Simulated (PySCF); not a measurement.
## How methods differ on the excitation energy of Ru²⁺

Ru²⁺ [Kr] 4d6 (5D) → Ru²⁺ [Kr] 4d5 5p1 (7P), as a difference of total energies. All numbers are calculated (PySCF 2.14, a scalar-relativistic core potential, in def2-QZVPPD with the def2 core potential (28 electrons)). Correlated levels: valence: 4s2 4p6 frozen; valence and next inner shell: nothing frozen outside the core potential. The calculations carry no spin-orbit coupling.

```csv
method,excitation energy (eV)
UHF,8.672
LDA,9.369
PBE,9.409
PBE0,9.480
r2SCAN,9.082
B3LYP,9.680
TPSS,9.514
BLYP,9.616
M06-2X,10.377
MP2 (valence),9.526
SCS-MP2 (valence),10.076
MP2 (valence and next inner shell),9.266
SCS-MP2 (valence and next inner shell),9.564
```

**Question.** How much does correlation contribute at MP2 (valence and next inner shell)?

**Answer.** 9.266 − (8.672) = 0.594 eV, measured against UHF.
